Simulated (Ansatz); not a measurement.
`[SiH3]OBCl`, one more setting.

```yaml
crystal:
  periodic: [false, false, false]
  atoms:
    - {symbol: Si, position_ang: [-0.221215, 1.228894, -0.179321]}
    - {symbol: O, position_ang: [-0.452376, -0.311001, 0.623020]}
    - {symbol: B, position_ang: [0.114968, -1.578092, 0.429290]}
    - {symbol: Cl, position_ang: [1.382752, -1.855048, -0.902550]}
    - {symbol: H, position_ang: [-0.605513, 1.101274, -1.681415]}
    - {symbol: H, position_ang: [-1.169726, 2.225498, 0.541891]}
    - {symbol: H, position_ang: [1.259706, 1.681571, -0.030296]}
    - {symbol: H, position_ang: [-0.211892, -2.553052, 1.140897]}
basis:
  gaussian: {orbitals: "6-31G*"}
hamiltonian: {xc: {name: BHLYP}}
output: {forces: true}
```

```sh
$ ansatz run in.yaml --threads 2 --pin off --events-out ev --progress --plain --max-ram 32768MiB --backend cpu
```

It prints (some lines left out):

```
Functional definition: BHLYP
726 factors; integrals over basis functions are off by at most 8.4e-4 eV
mean field evaluation 1: about -23186.1516 eV, gradient 3.9e1 eV
mean field evaluation 2: about -23184.0344 eV, gradient 5.3e1 eV
mean field evaluation 4: about -23188.8585 eV, gradient 1.4e0 eV
mean field evaluation 8: about -23189.1742 eV, gradient 1.3e-1 eV
mean field evaluation 16: about -23189.1743 eV, gradient 2.6e-5 eV
mean field -23189.17429994 eV, -852.1864373361 hartree, gradient 2.6e-5 eV, S^2 0.000000; 0 other end points of the search recorded, 0 dependent functions left out
reference -23189.17446885 eV, -852.1864435432 hartree; 24, 24 occupied and 52, 52 virtual orbitals, 726 factors
Total energy: -23189.17446885 eV, -852.1864435432 hartree
Atom 0 at    -0.221215     1.228894    -0.179321 Å, force    -0.028265    -0.520985     0.215521 eV/Å
Atom 1 at    -0.452376    -0.311001     0.623020 Å, force     1.502830    -1.224455    -1.263277 eV/Å
Atom 2 at     0.114968    -1.578092     0.429290 Å, force    -0.617634     1.453211     0.184975 eV/Å
Atom 3 at     1.382752    -1.855048    -0.902550 Å, force    -1.148528     0.281202     1.195808 eV/Å
Atom 4 at    -0.605513     1.101274    -1.681415 Å, force     0.350131     0.111321     1.417823 eV/Å
Atom 5 at    -1.169726     2.225498     0.541891 Å, force     0.889630    -0.982735    -0.659633 eV/Å
Atom 6 at     1.259706     1.681571    -0.030296 Å, force    -1.394110    -0.431114    -0.126170 eV/Å
Atom 7 at    -0.211892    -2.553052     1.140897 Å, force     0.445945     1.313555    -0.965047 eV/Å
Dipole moment:    -0.140029     0.304062     0.050904 e Å
```

It took 11 s on 2 threads of a server CPU on a shared host, with 0.16 GiB of host memory at the peak.
